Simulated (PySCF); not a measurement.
# Li₃Se⁺, singlet: data card

Method: PBE0 in PySCF with Se def2-TZVP, Li def2-TZVP; no relativity; density-fitted integrals.

The structure is a minimum.

Coordinates in bohr (charge 1 multiplicity 1):
```
Se    0.0000    0.0000    0.0000
Li    4.3133    0.0000    0.0000
Li   -2.1567    3.7355    0.0000
Li   -2.1567   -3.7355    0.0000
```

```
Point group                                                                   : D3h
Bond lengths                                                                  : Se–Li 2.283 Å (×3)
Bond angles                                                                   : Li–Se–Li 120.0° (×3)
Entropy at 298.15 K and 1 bar                                                 : 308.1 J/(mol K)
Lowest empty level                                                            : -4.44 eV
Rotational constants                                                          : 0.3075, 0.3075, 0.1537 cm⁻¹
Enthalpy at 298.15 K above 0 K                                                : 17.62 kJ/mol
Principal polarisabilities                                                    : 49.8, 59.0, 59.0 bohr³
Dipole moment about the centre of mass                                        : 0.00 D
Rotational symmetry number                                                    : 6
Highest occupied level                                                        : -9.23 eV
Principal quadrupole moments (Buckingham, traceless) about the centre of mass : -35.14, 17.57, 17.57 D Å
Heat capacity Cp at 298.15 K                                                  : 73.9 J/(mol K)
Zero-point energy                                                             : 10.4 kJ/mol
```

Harmonic modes (masses in u: Se 79.917, Li 7.016):
```json
{"symmetry": "a2''", "ω (cm⁻¹)": "45", "IR (km/mol, summed over degenerate members)": "171"}
{"symmetry": "e'", "ω (cm⁻¹)": "125", "IR (km/mol, summed over degenerate members)": "150"}
{"symmetry": "a1'", "ω (cm⁻¹)": "474", "IR (km/mol, summed over degenerate members)": "0.0"}
{"symmetry": "e'", "ω (cm⁻¹)": "486", "IR (km/mol, summed over degenerate members)": "400"}
```

In D3h the vibrations span a2'' + 2e' + a1'. The a1' mode carries no infrared intensity, as symmetry demands.

Charges (e):
```
   atom  Mulliken  Löwdin  polar tensor  Mayer order to Se1
    Se1     -1.43   -0.57         -1.20                   –
Li2,3,4      0.81    0.52          0.73                0.36
```

Mulliken populations on Se1: s 7.92, p 17.50, d 10.01, f 0.00.

This need not be the most stable arrangement of these atoms.

The final relaxation and frequency run took 50 s on 2 threads of a shared Intel Xeon @ 2.70GHz host, with 90 basis functions and 12 gradients; the process peaked at 1 GiB. Launch command: `OMP_NUM_THREADS=2 python axn.py task.json out`.
